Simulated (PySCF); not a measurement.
# ²⁹Si chemical shifts

Level of theory: geometry from GFN2-xTB, shieldings: GIAO PBE0/pcSseg-1, in PySCF (rapidly exchanging positions averaged, non-relativistic Hamiltonian, one computed conformer, in vacuum).

Shieldings were converted by a linear fit to measured shifts: ²⁹Si (scatter 8.9 ppm rms, 25.8 ppm with the 6 outliers that the fit left out vs TMS, solution or neat liquid). A few per cent of atoms miss by over 2 rms, more outside the fitted compound classes.

Question: Give the ²⁹Si shifts of `C=N[Si@H](CNC)N(C)C`.

Answer: 
| compound | environment | δ (ppm) |
| --- | --- | --- |
| C=N[Si@H](CNC)N(C)C | silicon bonded to C, 2 N, H | -25.1 |

Question: Match the shifts -4.2, -23.6, -40.5, -69.7, -80.9 ppm to `C[C@H]1OC[SiH2]1`, `CC/C=C/C[SiH2]F`, `C/C(F)=C(\C)C[SiH3]`, `CC/C(=C\[SiH3])CF`, `[SiH3]OC1CC1`.

Answer: -4.2: CC/C=C/C[SiH2]F (silicon bonded to C, F, 2 H); -23.6: C[C@H]1OC[SiH2]1 (silicon bonded to 2 C, 2 H, in a 4-membered ring); -40.5: [SiH3]OC1CC1 (silicon bonded to O, 3 H); -69.7: C/C(F)=C(\C)C[SiH3] (silicon bonded to C, 3 H); -80.9: CC/C(=C\[SiH3])CF (silicon bonded to C, 3 H).
